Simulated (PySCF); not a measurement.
**Electron correlation in Tb⁵⁰⁺ (terbium, charge +50)**

Starting occupation: [Ne] 3s2 3p3, 3p1/2 with m_j = -1/2, +1/2, 3p3/2 with m_j = +3/2. All numbers are calculated (PySCF 2.14, X2C-1e with screened-nucleus spin-orbit coupling, Gaussian nucleus, in an even-tempered Gaussian basis (18 s from 13 bohr⁻², ratio 2.4; 14 p from 17 bohr⁻², ratio 2.4; 4 d from 60 bohr⁻², ratio 2.6; 4 f from 90 bohr⁻², ratio 2.6)). Frozen: 1s2; 13 electrons correlated; the 54 highest virtual spinors left out.

MP2 pair energies summed by pair of shells (mhartree):

```json
{"pair": "2p3/2-2p3/2", "energy": "-92.36", "share (%)": "16.0"}
{"pair": "2p1/2-2p3/2", "energy": "-89.28", "share (%)": "15.5"}
{"pair": "3p1/2-3s1/2", "energy": "-43.57", "share (%)": "7.6"}
{"pair": "2p3/2-2s1/2", "energy": "-40.94", "share (%)": "7.1"}
{"pair": "2p3/2-3p1/2", "energy": "-38.00", "share (%)": "6.6"}
{"pair": "3s1/2-3s1/2", "energy": "-33.89", "share (%)": "5.9"}
{"pair": "3p1/2-3p1/2", "energy": "-32.95", "share (%)": "5.7"}
{"pair": "3p3/2-3s1/2", "energy": "-30.24", "share (%)": "5.3"}
{"pair": "2p3/2-3s1/2", "energy": "-30.12", "share (%)": "5.2"}
{"pair": "3p1/2-3p3/2", "energy": "-22.69", "share (%)": "3.9"}
{"pair": "2p1/2-2p1/2", "energy": "-21.16", "share (%)": "3.7"}
{"pair": "2p1/2-2s1/2", "energy": "-19.68", "share (%)": "3.4"}
{"pair": "2p3/2-3p3/2", "energy": "-16.03", "share (%)": "2.8"}
{"pair": "2p1/2-3p1/2", "energy": "-13.33", "share (%)": "2.3"}
{"pair": "2p1/2-3s1/2", "energy": "-11.48", "share (%)": "2.0"}
{"pair": "2s1/2-2s1/2", "energy": "-11.28", "share (%)": "2.0"}
{"pair": "2s1/2-3p1/2", "energy": "-9.90", "share (%)": "1.7"}
{"pair": "2s1/2-3s1/2", "energy": "-7.98", "share (%)": "1.4"}
{"pair": "2p1/2-3p3/2", "energy": "-6.87", "share (%)": "1.2"}
{"pair": "2s1/2-3p3/2", "energy": "-4.22", "share (%)": "0.7"}
```

Total MP2 correlation energy: -576.00 mhartree.

At this charge the one-electron X2C treatment keeps the bare 1/r₁₂, with no two-electron picture change or Breit term. The effect here is smaller than on the frozen 1s shell.
